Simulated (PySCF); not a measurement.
C4H6BFO, SMILES CC#CB(F)CO. Atoms are numbered in the order given.

```xyz
13

C     -3.1704     0.7556     0.3896
C     -1.8306     0.2173     0.2207
C     -0.7059    -0.2339     0.0800
B      0.7121    -0.7473    -0.0971
F      0.9326    -2.0670    -0.1450
C      1.9837     0.1735    -0.2336
O      1.6665     1.5473    -0.1727
H     -3.1799     1.8533     0.2916
H     -3.8602     0.3362    -0.3614
H     -3.5691     0.4982     1.3850
H      2.6946    -0.1416     0.5649
H      2.4851    -0.1124    -1.1870
H      2.4831     2.0531    -0.2613
```

Coordinates come from a B3LYP-D3(BJ)/def2-SVP optimisation. The structure was generated by enumeration, and PubChem lists no compound with its InChIKey, so it may never have been made. Other conformers were not sampled.

The numbers are results of B3LYP/pcSseg-1 (PySCF), not measurements.

GIAO shieldings, no solvent; atoms alike by connectivity are averaged. δ = σ(ref) − σ: ¹³C against TMS (σ = 181.3 ppm); ¹¹B against BF3 (σ = 86.3 ppm); ¹⁹F against CFCl3 (σ = 161.7 ppm); ¹⁷O against H2O (σ = 333.8 ppm); ¹H against TMS (σ = 31.68 ppm), references at their B3LYP-D3(BJ)/def2-TZVP geometries, non-relativistic.

Task: Estimate the chemical shifts. (An estimate is asked for; the answer gives what the named calculation found.)

Result: 
```json
[
 {"nucleus": "¹³C", "atoms": "C2", "count": "1", "δ (ppm)": "120.4"},
 {"nucleus": "¹³C", "atoms": "C3", "count": "1", "δ (ppm)": "89.2"},
 {"nucleus": "¹³C", "atoms": "C6", "count": "1", "δ (ppm)": "64.0"},
 {"nucleus": "¹³C", "atoms": "C1", "count": "1", "δ (ppm)": "8.4"},
 {"nucleus": "¹¹B", "atoms": "B4", "count": "1", "δ (ppm)": "33.2"},
 {"nucleus": "¹⁹F", "atoms": "F5", "count": "1", "δ (ppm)": "-46.2"},
 {"nucleus": "¹⁷O", "atoms": "O7", "count": "1", "δ (ppm)": "9.8"},
 {"nucleus": "¹H", "atoms": "H11, H12", "count": "2", "δ (ppm)": "3.92"},
 {"nucleus": "¹H", "atoms": "H8, H9, H10", "count": "3", "δ (ppm)": "2.43"},
 {"nucleus": "¹H", "atoms": "H13", "count": "1", "δ (ppm)": "0.13"}
]
```
